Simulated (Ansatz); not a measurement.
sodium chloride (ClNa), singlet, at a GFN2-xTB geometry (such geometries of metal compounds can be far from the true shape); BHLYP/def2-SVPD run with Ansatz (an electronic-structure program).

The Ansatz input:
Ansatz 0.2 input:
```yaml
crystal:
  periodic: [false, false, false]
  atoms:
    - {symbol: Na, position_ang: [-0.00000000, -0.00000000, -1.36328114]}
    - {symbol: Cl, position_ang: [0.00000000, 0.00000000, 0.88212309]}
basis:
  gaussian:
    orbitals: def2-SVPD
hamiltonian:
  xc: {name: BHLYP}
accuracy: high
```

The log (banner, timings and long lists left out):

```
Functional definition: BHLYP
728 factors; integrals over basis functions are off by at most 3.2e-9 eV
mean field evaluation 1: about -16934.0648 eV, gradient 2.0e1 eV
mean field evaluation 2: about -16934.5053 eV, gradient 1.8e1 eV
mean field evaluation 4: about -16935.2930 eV, gradient 3.4e-1 eV
mean field evaluation 8: about -16935.3037 eV, gradient 2.3e-3 eV
mean field evaluation 16: about -16935.3037 eV, gradient 5.4e-8 eV
mean field -16935.30373279 eV, -622.3609330190 hartree, gradient 6.0e-9 eV, S^2 0.000000; 0 other end points of the search recorded, 0 dependent functions left out
reference -16935.30376474 eV, -622.3609341932 hartree; 14, 14 occupied and 31, 31 virtual orbitals, 728 factors
Total energy: -16935.30376474 eV, -622.3609341932 hartree
```
